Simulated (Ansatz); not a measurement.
An input meant for InH2(SMe) (CH5InS) (charge 0, singlet).

```yaml
crystal:
  periodic: [false, false, false]
  atoms:
    - {symbol: In, position_ang: [1.365578, 2.735813, -1.801313]}
    - {symbol: H, position_ang: [3.646383, 0.495505, -2.419948]}
    - {symbol: H, position_ang: [1.155372, 5.831886, -2.742947]}
    - {symbol: S, position_ang: [-2.039469, 1.216188, 0.771661]}
    - {symbol: C, position_ang: [-1.149074, -2.071609, 1.438742]}
    - {symbol: H, position_ang: [0.498294, -2.655627, 0.356279]}
    - {symbol: H, position_ang: [-2.735887, -3.286394, 0.952390]}
    - {symbol: H, position_ang: [-0.741217, -2.265763, 3.445155]}
basis:
  gaussian: {orbitals: STO-3G}
magnetization: {spin_polarized: true, initial_magnetization: 0}
hamiltonian: {xc: {name: wPBEh}}
scf: {lower_state_search: off}
output: {forces: true}
```

```sh
$ ansatz run in.yaml --threads 4 --pin off --events-out ev --progress --plain --max-ram 3916MiB
```

It prints (some lines left out):

```
Functional definition: wPBEh
571 factors; integrals over basis functions are off by at most 3.0e-5 eV
71 factors; integrals over basis functions are off by at most 2.1e-7 eV
mean field evaluation 1: about -166442.4360 eV, gradient 3.4e1 eV
mean field evaluation 2: about -166343.5162 eV, gradient 6.6e1 eV
mean field evaluation 4: about -165112.3177 eV, gradient 1.5e2 eV
mean field evaluation 8: about -166466.0106 eV, gradient 5.0e-1 eV
mean field evaluation 16: about -166470.1879 eV, gradient 1.1e0 eV
mean field evaluation 32: about -166470.8580 eV, gradient 2.8e-3 eV
mean field -166470.85799503 eV, -6117.6911933171 hartree, gradient 2.4e-6 eV, S^2 3.551382; 0 other end points of the search recorded, 0 dependent functions left out
reference -166470.85803065 eV, -6117.6911946261 hartree; 38, 38 occupied and 8, 8 virtual orbitals, 571 factors
Total energy: -166470.85803065 eV, -6117.6911946261 hartree
Atom 0 at     1.365578     2.735813    -1.801313 Å, force     0.444209     0.227993    -0.350672 eV/Å
Atom 1 at     3.646383     0.495505    -2.419948 Å, force    -0.529413     0.476618     0.158606 eV/Å
Atom 2 at     1.155372     5.831886    -2.742947 Å, force     0.013815    -0.745471     0.249171 eV/Å
Atom 3 at    -2.039469     1.216188     0.771661 Å, force     0.119587    -0.127090    -0.024601 eV/Å
Atom 4 at    -1.149074    -2.071609     1.438742 Å, force     0.468863    -2.095598     0.471837 eV/Å
Atom 5 at     0.498294    -2.655627     0.356279 Å, force    -1.895295     0.667665     1.247822 eV/Å
Atom 6 at    -2.735887    -3.286394     0.952390 Å, force     1.845568     1.388956     0.568269 eV/Å
Atom 7 at    -0.741217    -2.265763     3.445155 Å, force    -0.467335     0.206927    -2.320432 eV/Å
Dipole moment:     0.249360     0.873080    -0.464366 e Å
Checks for a lower state left out: stability, starts, cluster_reference, orbital_swaps, neighbouring_geometries, increment
```

In this input the coordinates are in bohr but typed as ångström. The run converged. The result belongs to that input, not to the species as meant.

The unrestricted singlet has broken spin symmetry (⟨S²⟩ up to 3.55).
